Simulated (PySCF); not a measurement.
Molecule: SMILES C[CH2][AlH2-][NH3+], C₂H₁₀AlN.

Atom-mapped SMILES (the numbers label the heavy atoms): `[CH3:1][CH2:2][AlH2-:3][NH3+:4]` (H(Xn): hydrogen on atom n).

Geometry PBE0-D3(BJ)/def2-SVP throughout; GIAO in PySCF, gas phase, one conformer, non-relativistic; equivalent atoms averaged; functional PBE0.

For orientation, IGLO-III gives these shifts δ (against TMS, AlH4-, NH3 at the same level): C1 12.0, C2 2.0, Al3 72.9, N4 22.2, H(Al3) 4.18, H(N4) 1.75, H(C1) 1.03, H(C2) -0.05 ppm.

A run gave: C1 11.9, C2 0.3, Al3 61.3, N4 23.0, H(Al3) 4.17, H(N4) 1.65, H(C1) 0.88, H(C2) -0.22 ppm (shifts δ (against TMS, AlH4-, NH3 at the same level)).

Q: Which basis set was used in that run?
A. cc-pVTZ
B. def2-SVP
C. pcSseg-0
D. cc-pVDZ
E. 6-311+G(2d,p)

A: B. Al3 tells them apart best: def2-SVP gives 61.3, 6-311+G(2d,p) gives 81.6, cc-pVDZ gives 70.0, cc-pVTZ gives 80.1, pcSseg-0 gives 70.5 ppm.
